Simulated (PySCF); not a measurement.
C4H7FS2.
Atom-mapped SMILES: `[F:1][CH2:2][CH:3]1[S:4][CH2:5][CH2:6][S:7]1` (hydrogens: H8, H9 on C2; H10 on C3; H11, H12 on C5; H13, H14 on C6)

Computed with PySCF at CAM-B3LYP/def2-SVPD, non-relativistic, on one gas-phase PBE0-D3(BJ)/def2-SVP geometry that isn't relaxed in the solvent. The solvent is an IEF-PCM continuum (Bondi radii, 1.10 Å for H, scaled by 1.2), and excitations are vertical TDDFT with non-equilibrium linear response and a frozen core. The model holds no explicit solvent molecules, cavitation or dispersion.

Gas-phase singlets (H = HOMO, L = LUMO):

```json
{"state": "S1", "E (eV)": "5.209", "λ (nm)": "238", "f": "0.000", "leading configuration": "H→L 40%"}
{"state": "S2", "E (eV)": "5.274", "λ (nm)": "235", "f": "0.004", "leading configuration": "H-1→L 40%"}
{"state": "S3", "E (eV)": "6.443", "λ (nm)": "192", "f": "0.056", "leading configuration": "H→L+1 53%"}
{"state": "S4", "E (eV)": "6.462", "λ (nm)": "192", "f": "0.006", "leading configuration": "H-1→L+1 41%"}
{"state": "S5", "E (eV)": "6.598", "λ (nm)": "188", "f": "0.004", "leading configuration": "H-1→L+1 17%"}
```

Give the list for benzene (ε = 2.271), n² = 2.25.

```
state  E (eV)  λ (nm)      f  leading configuration  change by rank (eV)
   S1   5.224     237  0.000                H→L 51%               +0.015
   S2   5.295     234  0.006              H-1→L 50%               +0.021
   S3   6.424     193  0.065              H→L+1 36%               -0.019
   S4   6.456     192  0.031            H-1→L+1 37%               -0.006
   S5   6.646     187  0.005              H→L+2 21%               +0.048
```

What are the lowest 5 singlets in methanol (ε = 32.61)?

```json
{"state": "S1", "E (eV)": "5.270", "λ (nm)": "235", "f": "0.000", "leading configuration": "H→L 67%", "change by rank (eV)": "+0.061"}
{"state": "S2", "E (eV)": "5.360", "λ (nm)": "231", "f": "0.005", "leading configuration": "H-1→L 67%", "change by rank (eV)": "+0.086"}
{"state": "S3", "E (eV)": "6.435", "λ (nm)": "193", "f": "0.060", "leading configuration": "H→L+1 40%", "change by rank (eV)": "-0.008"}
{"state": "S4", "E (eV)": "6.462", "λ (nm)": "192", "f": "0.038", "leading configuration": "H-1→L+1 59%", "change by rank (eV)": "0.000"}
{"state": "S5", "E (eV)": "6.721", "λ (nm)": "184", "f": "0.004", "leading configuration": "H→L+2 30%", "change by rank (eV)": "+0.123"}
```

How do the frontier levels move from gas to methanol?

```
orbital  gas (eV)  solvent (eV)  change (eV)
 LUMO+2      1.31          1.47        +0.16
 LUMO+1      1.11          1.23        +0.12
   LUMO      0.71          0.90        +0.19
   HOMO     -8.22         -8.15        +0.07
 HOMO-1     -8.28         -8.23        +0.05
 HOMO-2    -10.29        -10.20        +0.09
 HOMO-3    -11.09        -10.95        +0.14
```

The HOMO–LUMO gap goes from 8.93 to 9.04 eV. Rows go by rank; for HOMO-1 and HOMO the atom shares or the degeneracy differ between the runs, so the row needn't follow one orbital.
